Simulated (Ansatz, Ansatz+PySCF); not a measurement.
```xyz
4

Li    1.0163    0.0000    0.0000
Li   -1.0163    0.0000    0.0000
F     0.0000    1.1891    0.0000
F     0.0000   -1.1891    0.0000
```

Basis set: def2-SVP (spherical functions). Left uncorrelated: 2 orbitals. Charge 0, multiplicity 1.

Computed with Ansatz (development build ahead of 0.2.0); each method stands on the lowest determinant of its kind that the runs found. Restricted open shells among the atoms or ions are ROHF, correlated in semicanonical orbitals with singles.

The atomization energy at this shape (free ground-state atoms in the same class of orbitals less the molecule, no zero-point energy) of singlet Li2F2:

```tsv
method	atomization energy
RHF-CCSD(T)	13.11 eV
RHF-CCSD	13.06 eV
RHF-MP2	13.57 eV
UHF	10.22 eV
```

(1) What does RHF give?

Answers

(1) 10.42 eV. Caution: the shape is not the minimum.
